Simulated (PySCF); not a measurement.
C3H7O (SMILES CC(C)[O]), doublet, at a GFN2-xTB geometry; HF/6-31G run with PySCF.

Here is a job for PySCF.
```python
from pyscf import gto, scf

mol = gto.M(
    atom='''
O     0.08881149    1.41624147   -0.02329658
C     0.00962973    0.14136308    0.27258208
H     0.01101452    0.11356863    1.39709535
C    -1.32014766   -0.54404154   -0.11876877
C     1.24109746   -0.70477262   -0.12589560
H    -1.36361392   -0.61281193   -1.20330932
H     1.26961269   -0.77806021   -1.21063645
H    -2.16293297    0.05262281    0.21942231
H     2.15372551   -0.21826934    0.20741092
H    -1.38199246   -1.54074182    0.30800656
H     1.18021755   -1.70153345    0.30087704
''',
    basis='6-31g',
    spin=1,
    verbose=4,
)

mf = scf.UHF(mol)
mf.kernel()
mf.analyze()
```

Problem. Write the output that PySCF gives for this input, abridged.

Solution. 
```
PySCF version 2.14.0

[INPUT] verbose = 4
[INPUT] num. atoms = 11
[INPUT] num. electrons = 33
[INPUT] charge = 0
[INPUT] spin (= nelec alpha-beta = 2S) = 1
[INPUT] symmetry False subgroup None
[INPUT] Mole.unit = angstrom
[INPUT] Symbol           X                Y                Z      unit          X                Y                Z       unit  Magmom
[INPUT]  1 O      0.088811490000   1.416241470000  -0.023296580000 AA    0.167829392815   2.676308504551  -0.044024155839 Bohr   0.0
[INPUT]  2 C      0.009629730000   0.141363080000   0.272582080000 AA    0.018197552354   0.267137505325   0.515105477664 Bohr   0.0
[INPUT]  3 H      0.011014520000   0.113568630000   1.397095350000 AA    0.020814426194   0.214613607042   2.640127581403 Bohr   0.0
[INPUT]  4 C     -1.320147660000  -0.544041540000  -0.118768770000 AA   -2.494717521385  -1.028089510987  -0.224440447451 Bohr   0.0
[INPUT]  5 C      1.241097460000  -0.704772620000  -0.125895600000 AA    2.345334293293  -1.331827231892  -0.237908204288 Bohr   0.0
[INPUT]  6 H     -1.363613920000  -0.612811930000  -1.203309320000 AA   -2.576856848445  -1.158046713566  -2.273925057937 Bohr   0.0
[INPUT]  7 H      1.269612690000  -0.778060210000  -1.210636450000 AA    2.399220268372  -1.470320705322  -2.287771326916 Bohr   0.0
[INPUT]  8 H     -2.162932970000   0.052622810000   0.219422310000 AA   -4.087350939092   0.099442698805   0.414648071519 Bohr   0.0
[INPUT]  9 H      2.153725510000  -0.218269340000   0.207410920000 AA    4.069951361389  -0.412469273990   0.391949834044 Bohr   0.0
[INPUT] 10 H     -1.381992460000  -1.540741820000   0.308006560000 AA   -2.611587255614  -2.911580068464   0.582048042969 Bohr   0.0
[INPUT] 11 H      1.180217550000  -1.701533450000   0.300877040000 AA    2.230287936905  -3.215432212286   0.568575202770 Bohr   0.0

nuclear repulsion = 126.373911335497
number of shells = 34
number of NR pGTOs = 116
number of NR cGTOs = 50
basis = 6-31g
ecp = {}

******** <class 'pyscf.scf.uhf.UHF'> ********
method = UHF
initial guess = minao
damping factor = 0
level_shift factor = 0
DIIS = <class 'pyscf.scf.diis.CDIIS'>
diis_start_cycle = 1
diis_space = 8
diis_damp = 0
SCF conv_tol = 1e-09
SCF conv_tol_grad = None
SCF max_cycles = 50
direct_scf = True
direct_scf_tol = 1e-13
number electrons alpha = 17  beta = 16
Set gradient conv threshold to 3.16228e-05
init E= -192.896429281833

cycle= 1 E= -192.183754169475  delta_E= 0.713  |g|= 0.509  |ddm|= 1.94
cycle= 2 E= -192.293067751701  delta_E= -0.109  |g|= 0.474  |ddm|= 0.956
cycle= 3 E= -192.384461874728  delta_E= -0.0914  |g|= 0.107  |ddm|= 0.527
cycle= 4 E= -192.40694605025  delta_E= -0.0225  |g|= 0.0507  |ddm|= 0.257
cycle= 5 E= -192.413995538889  delta_E= -0.00705  |g|= 0.0131  |ddm|= 0.167
cycle= 6 E= -192.414274826853  delta_E= -0.000279  |g|= 0.00709  |ddm|= 0.0287
cycle= 7 E= -192.414340574219  delta_E= -6.57e-05  |g|= 0.00244  |ddm|= 0.0157
cycle= 8 E= -192.414353916357  delta_E= -1.33e-05  |g|= 0.00111  |ddm|= 0.00842
cycle= 9 E= -192.414356776676  delta_E= -2.86e-06  |g|= 0.000534  |ddm|= 0.0045
cycle= 10 E= -192.414357363806  delta_E= -5.87e-07  |g|= 0.00023  |ddm|= 0.00214
cycle= 11 E= -192.414357464704  delta_E= -1.01e-07  |g|= 0.000105  |ddm|= 0.000593
cycle= 12 E= -192.414357499048  delta_E= -3.43e-08  |g|= 3.27e-05  |ddm|= 0.000385
cycle= 13 E= -192.414357502075  delta_E= -3.03e-09  |g|= 1.85e-05  |ddm|= 9.24e-05
cycle= 14 E= -192.414357503035  delta_E= -9.59e-10  |g|= 1.01e-05  |ddm|= 5.35e-05
Extra cycle  E= -192.414357503192  delta_E= -1.57e-10  |g|= 7.1e-06  |ddm|= 1.34e-05
converged SCF energy = -192.414357503192  <S^2> = 0.75960383  2S+1 = 2.0095809
**** SCF Summaries ****
Total Energy =                        -192.414357503191866
Nuclear Repulsion Energy =             126.373911335497439
One-electron Energy =                 -511.080506393908536
Two-electron Energy =                  192.292237555219202
Two-electron Coulomb Energy =          218.562506482961652
DFT Exchange-Correlation Energy =      -26.270268927742450
**** MO energy ****
                             alpha | beta                alpha | beta
MO #1   energy= -20.6167081375493  | -20.577033958369   occ= 1 | 1
MO #2   energy= -11.2937315397988  | -11.297941569465   occ= 1 | 1
MO #3   energy= -11.2244790315282  | -11.2234108723406  occ= 1 | 1
MO #4   energy= -11.2244549738794  | -11.2233847118858  occ= 1 | 1
MO #5   energy= -1.43927615124136  | -1.32256596401652  occ= 1 | 1
MO #6   energy= -1.0451401634168   | -1.02522531865338  occ= 1 | 1
MO #7   energy= -0.953447024169238 | -0.951288688195119 occ= 1 | 1
MO #8   energy= -0.808813167867215 | -0.777687118383294 occ= 1 | 1
MO #9   energy= -0.708023397800526 | -0.643923372086384 occ= 1 | 1
MO #10  energy= -0.638665997578217 | -0.620591744837105 occ= 1 | 1
MO #11  energy= -0.638423392376519 | -0.612808012761067 occ= 1 | 1
MO #12  energy= -0.584702581663201 | -0.551344038175777 occ= 1 | 1
MO #13  energy= -0.551587684968035 | -0.538056077109551 occ= 1 | 1
MO #14  energy= -0.551144038229933 | -0.521605638525565 occ= 1 | 1
MO #15  energy= -0.529119534322519 | -0.490045860532201 occ= 1 | 1
MO #16  energy= -0.454382795780773 | -0.414784481587876 occ= 1 | 1
MO #17  energy= -0.442217940317871 | 0.110067490375793  occ= 1 | 0
MO #18  energy= 0.220872489327598  | 0.231270029233214  occ= 0 | 0
MO #19  energy= 0.276293874320999  | 0.281905677598683  occ= 0 | 0
MO #20  energy= 0.289027801542862  | 0.291835943162102  occ= 0 | 0
MO #21  energy= 0.295118726305123  | 0.295933323259733  occ= 0 | 0
MO #22  energy= 0.306506537993485  | 0.311026782744661  occ= 0 | 0
MO #23  energy= 0.33899607424084   | 0.339976966089176  occ= 0 | 0
MO #24  energy= 0.342775012133743  | 0.343294490265791  occ= 0 | 0
MO #25  energy= 0.372974899293097  | 0.39114069489714   occ= 0 | 0

To work with the spin densities directly, `use mulliken_meta_spin()` only printing them here.

 ** Mulliken spin pop alpha/beta on meta-lowdin orthogonal AOs **
 ** Mulliken Spin Density (per AO)  **
spin_pop of  0 O 1s       -0.00000
spin_pop of  0 O 2s        0.01940
spin_pop of  0 O 3s       -0.00094
spin_pop of  0 O 2px       0.00556
spin_pop of  0 O 2py       0.05656
spin_pop of  0 O 2pz       0.89018
spin_pop of  0 O 3px      -0.00095
spin_pop of  0 O 3py       0.00024
spin_pop of  0 O 3pz       0.00151
spin_pop of  1 C 1s        0.00000
spin_pop of  1 C 2s       -0.01891
spin_pop of  1 C 3s       -0.00008
spin_pop of  1 C 2px      -0.01257
spin_pop of  1 C 2py      -0.03478
spin_pop of  1 C 2pz      -0.05652
spin_pop of  1 C 3px      -0.00017
spin_pop of  1 C 3py      -0.00044
spin_pop of  1 C 3pz       0.00064
spin_pop of  2 H 1s        0.10831
spin_pop of  2 H 2s        0.00004
spin_pop of  3 C 1s       -0.00000
spin_pop of  3 C 2s        0.00470
spin_pop of  3 C 3s        0.00002
spin_pop of  3 C 2px       0.01535
spin_pop of  3 C 2py       0.00466
spin_pop of  3 C 2pz       0.00209
spin_pop of  3 C 3px      -0.00009
spin_pop of  3 C 3py      -0.00004
spin_pop of  3 C 3pz      -0.00006
spin_pop of  4 C 1s       -0.00000
spin_pop of  4 C 2s        0.00470
spin_pop of  4 C 3s        0.00002
spin_pop of  4 C 2px       0.01370
spin_pop of  4 C 2py       0.00628
spin_pop of  4 C 2pz       0.00212
spin_pop of  4 C 3px      -0.00009
spin_pop of  4 C 3py      -0.00003
spin_pop of  4 C 3pz      -0.00006
spin_pop of  5 H 1s       -0.00028
spin_pop of  5 H 2s        0.00007
spin_pop of  6 H 1s       -0.00028
spin_pop of  6 H 2s        0.00007
spin_pop of  7 H 1s       -0.00217
spin_pop of  7 H 2s       -0.00007
spin_pop of  8 H 1s       -0.00217
spin_pop of  8 H 2s       -0.00007
spin_pop of  9 H 1s       -0.00271
spin_pop of  9 H 2s       -0.00001
spin_pop of  10 H 1s       -0.00271
spin_pop of  10 H 2s       -0.00001
 ** Mulliken Spin Density (per atom)  **
spin density of  0 O =      0.97156
spin density of  1 C =     -0.12283
spin density of  2 H =      0.10835
spin density of  3 C =      0.02663
spin density of  4 C =      0.02663
spin density of  5 H =     -0.00022
spin density of  6 H =     -0.00022
spin density of  7 H =     -0.00224
spin density of  8 H =     -0.00224
spin density of  9 H =     -0.00272
spin density of  10 H =     -0.00272
 ** Mulliken pop alpha/beta on meta-lowdin orthogonal AOs **
 ** Mulliken pop       alpha | beta **
In total            17.00000 | 16.00000
 ** Mulliken atomic charges   ( Nelec_alpha | Nelec_beta ) **
charge of  0O =     -0.25057  (     4.61107      3.63950 )
charge of  1C =      0.14081  (     2.86818      2.99101 )
charge of  2H =      0.11046  (     0.49895      0.39059 )
charge of  3C =     -0.30962  (     3.16812      3.14149 )
charge of  4C =     -0.30962  (     3.16812      3.14149 )
charge of  5H =      0.09933  (     0.45022      0.45044 )
charge of  6H =      0.09933  (     0.45022      0.45044 )
charge of  7H =      0.10757  (     0.44509      0.44733 )
charge of  8H =      0.10757  (     0.44509      0.44733 )
charge of  9H =      0.10236  (     0.44746      0.45018 )
charge of  10H =      0.10236  (     0.44746      0.45018 )
Dipole moment(X, Y, Z, Debye): -0.13052, -2.10453,  0.55647
```
